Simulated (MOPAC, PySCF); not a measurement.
CH3NOSi, SMILES `[N+]([SiH2]O)#[C-]`, neutral singlet in the gas phase. 

Cartesian coordinates (Å):
```xyz
7

C      2.3768    -0.7625     0.4042
N      1.3361    -0.2676     0.1924
Si    -0.2164     0.4670    -0.1000
O     -1.3352    -0.6754    -0.4065
H     -0.5132     1.2519     1.1176
H     -0.1003     1.2940    -1.3119
H     -1.5774    -1.2959     0.2824
```
Charge 0, multiplicity 1.

All levels are single points at this geometry (PBE0-D4/def2-TZVP); Pople sets use spherical d functions. Orbital energies aren't observables, and empty levels follow the basis.

| level | HOMO (eV) | LUMO (eV) | gap (eV) | dipole (D) | vertical IE, Delta-SCF (eV) |
|---|---|---|---|---|---|
| B3LYP-D3(BJ)/def2-TZVP in PySCF | -8.74 | -0.98 | 7.76 | 2.89 | 11.34 |
| PBE-D3(BJ)/def2-TZVP in PySCF | -7.33 | -1.74 | 5.59 | 3.01 | – |
| PBE0-D4/def2-TZVP in PySCF | -8.98 | -0.73 | 8.25 | 2.90 | 11.35 |
| B3LYP/6-311+G** in PySCF | -8.78 | -1.16 | 7.62 | 2.87 | – |
| B3LYP/LANL2DZ in PySCF | -8.39 | -0.73 | 7.66 | 3.04 | – |
| BP86/6-31G* in PySCF | -7.00 | -1.35 | 5.65 | 2.85 | – |
| M06-2X/6-31G* in PySCF | -10.02 | 0.68 | 10.70 | 2.71 | – |
| PBE/6-31G* in PySCF | -6.86 | -1.30 | 5.56 | 2.86 | – |
| SVWN5/6-31G* in PySCF | -6.87 | -1.52 | 5.35 | 2.92 | 10.61 |
| HF/6-31G* in PySCF | -12.77 | 3.40 | 16.17 | 2.44 | – |
| AM1 in MOPAC | -11.49 | 0.79 | 12.28 | 2.20 | – |
| PM6 in MOPAC | -11.10 | -0.20 | 10.90 | 2.11 | – |
| PM7 in MOPAC | -11.62 | 0.36 | 11.98 | 2.08 | – |
